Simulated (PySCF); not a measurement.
# Molecular orbitals of CaSb

TPSSh at R = 3.098 Å; PySCF, scalar-relativistic core potentials, basis sets Ca def2-SVP, Sb def2-SVP with ECP28. State: ⁴Σ⁻ (quartet), unpaired electrons σ ↑, π ↑↑. Only the outer orbitals are listed, counted within each symmetry, core potentials removing the inner ones.

```
spin  orbital  occ.  ε (eV)  on Ca (%)            main shells (%)
   α       4π     1  -29.37        100                   100 Ca p
   α       4π     1  -29.37        100                   100 Ca p
   α       8σ     1  -29.22        100                   100 Ca p
   α       9σ     1  -13.25          3                    96 Sb s
   α      10σ     1   -5.51         32           66 Sb p, 28 Ca s
   α       5π     1   -5.27          7                    92 Sb p
   α       5π     1   -5.27          7                    92 Sb p
   α      11σ     1   -3.79         85  64 Ca s, 16 Ca p, 15 Sb p
   α       6π     0   -1.29         99           60 Ca d, 39 Ca p
   α       6π     0   -1.29         99           60 Ca d, 39 Ca p
   α      12σ     0   -1.24         96           77 Ca d, 19 Ca p
   β       4π     1  -29.27        100                   100 Ca p
   β       4π     1  -29.27        100                   100 Ca p
   β       8σ     1  -29.05        100                   100 Ca p
   β       9σ     1  -11.58          7                    93 Sb s
   β      10σ     1   -4.71         36           62 Sb p, 30 Ca s
   β       5π     0   -2.96         17           83 Sb p, 12 Ca d
   β       5π     0   -2.96         17           83 Sb p, 12 Ca d
   β      11σ     0   -2.54         86  66 Ca s, 14 Sb p, 13 Ca p
```

Question: Which are the highest filled and the lowest empty level, where do they sit, and how wide is the gap?

Answer: Highest filled α 11σ at -3.79 eV (in %: 64 Ca s, 16 Ca p, 15 Sb p); lowest empty β 5π at -2.96 eV (in %: 83 Sb p, 12 Ca d); the gap at TPSSh is 0.83 eV.

```
bond order (Mayer)                               : 1.09
⟨S²⟩                                             : 3.754
charge on Ca (Mulliken, basis-dependent)         : 0.22
charge on Ca (Löwdin, basis-dependent)           : 0.09
dipole moment (positive dipole means Ca(−)Sb(+)) : -3.56 D
```

Spin–orbit coupling is left out. The state was picked by a PBE0 search and need not be the measured ground state.
